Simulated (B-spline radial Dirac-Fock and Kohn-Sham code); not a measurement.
**Er³⁺ 4p1/2: cross section and angular parameters**

System: Er³⁺ in the configuration [Xe] 4f11; threshold 393.6 eV (orbital energy of the model). Level of theory: Dirac-Hartree-Slater photoionisation with a Latter tail; cross sections with all multipoles, angular parameters from the dipole term and its interference with E2; an atomic code on a B-spline grid.

For linearly polarised light dσ/dΩ = σ/(4π) [1 + β P₂(cos θ) + (δ + γ cos²θ) sin θ cos φ], with θ from the polarisation vector and φ the angle between the beam and the projection of the electron momentum on the plane normal to the polarisation.

```csv
hν (eV),σ (kb),β,γ,δ
404,68.2,-0.801,-0.067,0.047
549,64.5,0.556,0.024,0.084
586,63.2,0.722,0.118,0.076
683,58.9,1.025,0.288,0.055
800,52.6,1.242,0.376,0.037
1290,32.1,1.571,0.265,0.007
1486.9,26.7,1.618,0.189,0.003
1820,19.9,1.662,0.088,0.000
2170,15.2,1.683,0.022,-0.002
2530,11.8,1.691,-0.012,-0.003
4000,5.10,1.673,0.055,-0.003
6000,2.24,1.617,0.323,0.001
6140,2.13,1.613,0.344,0.002
6400,1.95,1.606,0.382,0.003
6940,1.63,1.590,0.462,0.005
8047.8,?,?,?,?
9680,0.765,1.516,0.844,0.019
10200,0.676,1.503,0.911,0.022
10300,0.660,1.500,0.923,0.023
11200,0.540,1.479,1.034,0.028
```

Task: Give the values at Cu Kα (8047.8 eV).

Result: σ = 1.17 kb, β = 1.559, γ = 0.622, δ = 0.010.

Values without a named source are computed, but for edge energies of neutral atoms, which are taken from tables.
